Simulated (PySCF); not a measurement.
A GIAO shielding run with PySCF 2.14.0 with density-fitted response routines (density fitting, non-relativistic, gas phase) on para-Cyanophenol (SMILES N#Cc1ccc(O)cc1):

```
$ OMP_NUM_THREADS=2 python probes_run.py task.json out

{"job": {"kind": "nmr", "xc": "B97-2", "basis": "pcSseg-2", "pop": false}, "charge": 0, "multiplicity": 1}
N      3.866515    -0.503734    -0.145117
C      2.726880    -0.338823    -0.099929
C      1.318684    -0.136009    -0.043692
C      0.797414     1.140770     0.180002
C     -0.565216     1.339379     0.234671
C     -1.429705     0.260930     0.065800
O     -2.753173     0.510915     0.128353
C     -0.918211    -1.014432    -0.157384
C      0.447424    -1.211182    -0.211822
H      1.473783     1.976223     0.310809
H     -0.981716     2.323652     0.407420
H     -3.245342    -0.304974    -0.001836
H     -1.592266    -1.854890    -0.289095
H      0.847794    -2.202119    -0.385450
```

Hardware: 2 threads of an Intel Xeon, shared host. The job also computes ring-centre shieldings.

(1) How large is the calculation?

(2) How long does it take, and how much memory does it need?

(3) And these other runs on the same molecule and hardware: GIAO shielding at KT3/pcSseg-2; GIAO shielding at PBE0/pcSseg-2; GIAO shielding at wB97X-D/pcSseg-2?

Results:

(1) 62 electrons, 394 basis functions and 1034 auxiliary functions.

(2) 2.4 min of wall time, with 14 SCF cycles and 5 response iterations; peak memory 2.3 GiB. Times on a shared host scatter by some tens of per cent.

(3) KT3/pcSseg-2: 394 functions, 2.7 min; PBE0/pcSseg-2: 394 functions, 2.4 min; wB97X-D/pcSseg-2: 394 functions, 3.3 min.
